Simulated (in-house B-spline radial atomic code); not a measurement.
Multiplet parameters of the 3d8 shell in neutral nickel ([Ar] 3d8 4s2). Level of theory: non-relativistic Hartree-Fock, average of configuration, point nucleus; calculated with a B-spline radial code for spherical atoms.

Slater integrals: F^2 = 96983 cm⁻¹, F^4 = 60144 cm⁻¹. Central-field spin-orbit parameter ζ(3d) = 750.4 cm⁻¹ (bare central field on non-relativistic orbitals, without two-electron terms: too large for light atoms, too small for heavy ones).

Q: What are Racah's B and C?

A: B = F^2/49 - 5F^4/441 = 1297 cm⁻¹, C = 35F^4/441 = 4773 cm⁻¹, C/B = 3.68.

Q: Where do the terms lie in LS coupling, without spin-orbit interaction?

A: In cm⁻¹ above the Hund's-rule term:
| term | expression | energy |
| --- | --- | --- |
| 3F | 0B + 0C | 0 |
| 1D | 5B + 2C | 16033 |
| 3P | 15B + 0C | 19460 |
| 1G | 12B + 2C | 25115 |
| 1S | 22B + 7C | 61955 |

Q: Is LS coupling a fair picture here?

A: Fits to spectra need these integrals scaled down, since correlation screens the repulsion. Here ζ is 0.58 times B, so LS coupling is a fair start, though levels of equal J in close terms still mix.
